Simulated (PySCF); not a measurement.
# Oxygen: a sound run and one with changed settings

Sound run: O⁺ [He] 2s2 2p3, O²⁺ [He] 2s2 2p2. Calculation: PySCF 2.14, in aug-cc-pVDZ-DK (4s3p2d, 23 functions); scalar relativity by spin-free X2C-1e. The sound run starts from symmetry-adapted Hartree-Fock orbitals and uses a fine grid where one is needed.

Changed run: initial guess minao, at most 2 SCF cycles. This setting is unsound on purpose.

| species | method | sound run (hartree) | changed run (hartree) | converged |
| --- | --- | --- | --- | --- |
| O⁺ | UHF | -74.40588 | -74.40006 | no |
| O⁺ | PBE0 | -74.54446 | -74.52771 | no |
| O⁺ | r2SCAN | -74.58808 | -74.56872 | no |
| O²⁺ | UHF | -73.13623 | -73.13029 | no |
| O²⁺ | PBE0 | -73.24593 | -73.23574 | no |
| O²⁺ | r2SCAN | -73.28344 | -73.27020 | no |

The SCF was stopped early; the energies are upper bounds that still move, and correlated levels were skipped or rest on poor orbitals.
